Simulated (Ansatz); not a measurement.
Species: CH2NO, SMILES `[NH-]C=O` (H–N–C–O torsion 0°) (charge -1, multiplicity 1), formula CH₂NO.

Question: How many basis functions does frozen-core CCSD(T)/aug-cc-pVTZ // r2SCAN-D4/def2-TZVPD (Ansatz, a quantum-chemistry and plane-wave program) use, how many core orbitals are frozen, and how many electrons are correlated?

Answer: 184 basis functions and 3 frozen orbitals, which leaves 18 correlated electrons. Core time is of the order of seconds.
